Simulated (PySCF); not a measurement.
Ga(OH) (GaHO), SMILES [Ga][OH] (connectivity only; charge and spin as stated), neutral, multiplicity 1. Atoms are numbered in the order given.

```xyz
3

Ga     0.0000     0.0000    -0.4290
O      0.0000     0.0000     1.3703
H      0.0000     0.0000     2.3354
```
Charge 0, spin multiplicity 1.

Geometry optimised at PBE-D3(BJ)/def2-TZVP. A frequency run showed that this geometry is not a minimum.

Method: PySCF with CAM-B3LYP/def2-TZVPD.

Gas-phase values at a fixed geometry.

- total energy: -2000.84457 hartree
- point group: C∞v
- highest occupied level: -8.88 eV
- lowest empty level: -0.05 eV
- orbital gap: 8.84 eV
- dipole moment: 0.13 D
- quadrupole, principal values (traceless, Buckingham form, about the centre of nuclear charge): -0.54, -0.54, 1.08 D·Å
- mean static polarisability: 39.2 bohr³ (5.81 Å³)
- polarisability, principal values: 35.9, 35.9, 45.9 bohr³
